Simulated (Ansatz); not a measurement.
Geometry optimisation, RKS BHLYP-D4/6-31G* in Ansatz 0.2.0.

input.yaml

```yaml
crystal:
  periodic: [false, false, false]
  atoms:
    - { symbol: Al, position_ang: [0.05779, 0.313509, -0.0796] }
    - { symbol: Cl, position_ang: [0.011658, 0.362734, 2.111582] }
    - { symbol: Cl, position_ang: [1.879382, 0.724598, -1.001471] }
    - { symbol: H, position_ang: [-1.28046, 0.167591, -0.857849] }
    - { symbol: S, position_ang: [0.641738, -2.958406, 0.839189] }
    - { symbol: H, position_ang: [-0.582514, -3.498316, 0.814124] }
    - { symbol: H, position_ang: [0.376006, -2.184009, 1.941925] }
basis:
  gaussian: { orbitals: "6-31G*" }
hamiltonian:
  xc: { name: BHLYP }
  dispersion: d4
relax:
  f_tol: 0.03
  max_steps: 50
```

Command:

```bash
$ ansatz run input.yaml --threads 2 --pin off --max-ram 3072MiB --backend cpu --events-out ev --progress --plain --runs-dir out
```

Task: Where does it end, and by what steps?

Result: The forces met the threshold. The force dipped under the threshold on the way, but the program's further checks kept it going. After 16 steps the energy has fallen by 0.561 eV; H7 moved furthest, 0.99 Å. Joined: Al1–S5 (3.45 → 2.52 Å).

| step | energy less start (eV) | largest force component (eV/Å) | accepted |
| --- | --- | --- | --- |
| 0 | 0.0000 | 1.209 | yes |
| 1 | -0.1577 | 0.899 | yes |
| 2 | -0.3392 | 1.202 | yes |
| 3 | -0.4626 | 0.680 | yes |
| 4 | -0.4566 | 0.583 | no |
| 5 | -0.4976 | 0.243 | yes |
| 6 | -0.5114 | 0.151 | yes |
| 7 | -0.5157 | 0.257 | yes |
| 8 | -0.5315 | 0.072 | yes |
| 9 | -0.5365 | 0.217 | yes |
| 10 | -0.5385 | 0.553 | yes |
| 11 | -0.5545 | 0.035 | yes |
| 12 | -0.5539 | 0.177 | no |
| 13 | -0.5553 | 0.015 | yes |
| 14 | -0.5557 | 0.283 | yes |
| 15 | -0.5588 | 0.215 | yes |
| 16 | -0.5607 | 0.009 | yes |

```xyz
7
Properties=species:S:1:pos:R:3
Al -0.004 -0.070 0.064
Cl -0.482 0.538 2.041
Cl 1.991 0.313 -0.538
H -1.149 -0.093 -0.999
S 0.294 -2.541 0.465
H -0.737 -2.763 1.284
H 1.191 -2.457 1.451
```

Whether the end is a true minimum wasn't checked by a vibrational analysis.

Run time: 43 s on 2 threads of Arm Neoverse V2, on a shared host, peak memory 0.17 GiB.
